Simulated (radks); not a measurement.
Question: Radial electron density D(r) = 4 pi r^2 rho(r) of an atom or ion with 8 electrons. Method: non-relativistic Kohn-Sham, PBE, spin-polarised, spherical densities, point nucleus; computed with a radial shooting solver on a logarithmic mesh with Libxc functionals.

r (bohr)  D(r) (e/bohr)   spin D(r)
0.001406          2.467   -0.000122
0.001745          3.661  -0.0000765
0.002183          5.461    0.000146
0.002709          7.938    0.000801
0.003362          11.38     0.00251
0.004173          16.03     0.00668
0.005179          22.10      0.0164
0.006428          29.68      0.0382
0.007978          38.56      0.0860
0.009981          48.45       0.192
0.01239           57.39       0.405
0.01537           63.96       0.822
0.01908           66.35        1.60
0.02368           63.59        2.97
0.02939           56.69        5.20
0.03648           49.09        8.46
0.04563           45.46        12.8
0.05664           48.63        17.0
0.07029           55.41        19.7
0.08724           58.12        19.4
0.1083            50.34        15.5
0.1344            33.49        9.60
0.1668            16.04        4.34
0.2086            4.890        1.26
0.259            0.9392       0.234
0.3214          0.09769      0.0237
0.3989         0.004766     0.00114

What is the nuclear charge?

Answer: Z = 55. The innermost maximum, from 1s, lies near 1/Z = 0.0182 bohr (found: 0.0189), and its height grows with Z. The density is that of the caesium ion Cs47+ in [He] 2s2 2p4; the configuration itself is not fixed sharply by these data, and Z only to a few units. D(r) has 2 maxima, at r = 0.0189, 0.0838 bohr, and minima at 0.0460 bohr, inside which lie 2.23 electrons.
